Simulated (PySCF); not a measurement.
C4H5Cl2F, SMILES C(C(F)=C)C(Cl)Cl. Atoms are numbered in the order given.

```xyz
12

C     -2.3949     0.1236    -0.8036
C     -1.4997    -0.5716    -0.1018
F     -1.7232    -0.8513     1.1940
C     -0.1972    -1.1211    -0.5919
C      1.0346    -0.2665    -0.3025
Cl     1.2672    -0.0062     1.4525
Cl     0.9504     1.2987    -1.1755
H     -2.2039     0.3554    -1.8517
H     -3.3120     0.4818    -0.3315
H     -0.0310    -2.1073    -0.1258
H     -0.2430    -1.2616    -1.6830
H      1.9437    -0.7648    -0.6634
```

Coordinates come from a r2SCAN-D4/def2-SVP optimisation. The structure was generated by enumeration, and PubChem lists no compound with its InChIKey, so it may never have been made. One conformer was computed; it need not be the lowest.

Method: TDA-PBE/def2-SVPD run with PySCF.

Vertical excitations. Isolated molecule, no solvent.

Computed excitation energies, oscillator strengths and character:
```
state  energy (eV)  λ (nm)      f                                                                  main pairs
-----  -----------  ------  -----  --------------------------------------------------------------------------
S1            5.10     243  0.006                                            HOMO→LUMO 81 %, HOMO→LUMO+1 18 %
S2            5.86     211  0.001                                                            HOMO→LUMO+2 94 %
S3            6.10     203  0.025    HOMO−1→LUMO 49 %, HOMO−1→LUMO+1 15 %, HOMO→LUMO+3 14 %, HOMO→LUMO+1 11 %
S4            6.14     202  0.010       HOMO−1→LUMO 31 %, HOMO−2→LUMO 25 %, HOMO→LUMO+3 23 %, HOMO→LUMO+1 9 %
S5            6.18     201  0.025     HOMO−2→LUMO 37 %, HOMO−2→LUMO+1 25 %, HOMO→LUMO+3 23 %, HOMO→LUMO+1 7 %
S6            6.32     196  0.002                                                          HOMO−1→LUMO+1 77 %
S7            6.50     191  0.022                      HOMO−2→LUMO+1 36 %, HOMO−3→LUMO 31 %, HOMO−2→LUMO 21 %
S8            6.60     188  0.020  HOMO−3→LUMO 43 %, HOMO−3→LUMO+1 18 %, HOMO−2→LUMO+1 17 %, HOMO−2→LUMO 11 %
S9            6.74     184  0.006                    HOMO−3→LUMO+1 63 %, HOMO−3→LUMO 11 %, HOMO−1→LUMO+2 10 %
S10           6.81     182  0.005                                        HOMO−4→LUMO 65 %, HOMO−2→LUMO+2 16 %
T1            4.30     289      0                                            HOMO→LUMO+1 62 %, HOMO→LUMO 34 %
T2            5.06     245      0                                            HOMO→LUMO 65 %, HOMO→LUMO+1 34 %
T3            5.74     216      0                                          HOMO−1→LUMO 52 %, HOMO−2→LUMO 33 %
T4            5.77     215      0                        HOMO−2→LUMO 57 %, HOMO−1→LUMO 24 %, HOMO→LUMO+2 13 %
```
Triplets are in the Tamm–Dancoff approximation.
